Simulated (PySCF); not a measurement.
An equivalent PySCF input for N²⁺ (nitrogen, charge +2), [He] 2s2 2p1, 2P determinant, with the non-relativistic Hamiltonian (point nucleus):

```python
from pyscf import gto, scf, dft, mp, cc
import basis_set_exchange as bse
mol = gto.M(atom="N 0 0 0", charge=2, spin=1, symmetry="D2h",
            basis=gto.basis.parse(bse.get_basis("cc-pVDZ", elements=["N"], fmt="nwchem", header=False)))
mf = scf.UHF(mol)
mf.irrep_nelec = {'Ag': (2, 2), 'B2u': (1, 0)}
mf.kernel()
```

It reaches the same state as the run whose output follows, and the same energy. The run itself started from symmetry-adapted Hartree-Fock orbitals and held the occupation by maximum overlap, so the iterations belong to that start.

```
SCF conv_tol = 1e-09
number electrons alpha = 3  beta = 2
cycle= 1 E= -52.8054306573656  delta_E= -0.00338  |g|= 0.0222  |ddm|= 0.062
cycle= 2 E= -52.8056313151322  delta_E= -0.000201  |g|= 0.00543  |ddm|= 0.0152
cycle= 3 E= -52.8056441669155  delta_E= -1.29e-05  |g|= 4.65e-05  |ddm|= 0.00496
cycle= 4 E= -52.8056441682964  delta_E= -1.38e-09  |g|= 1.03e-05  |ddm|= 0.000162
cycle= 5 E= -52.8056441683777  delta_E= -8.13e-11  |g|= 8.19e-07  |ddm|= 5.78e-05
converged SCF energy = -52.8056441683777  <S^2> = 0.75376936  2S+1 = 2.0037658
```
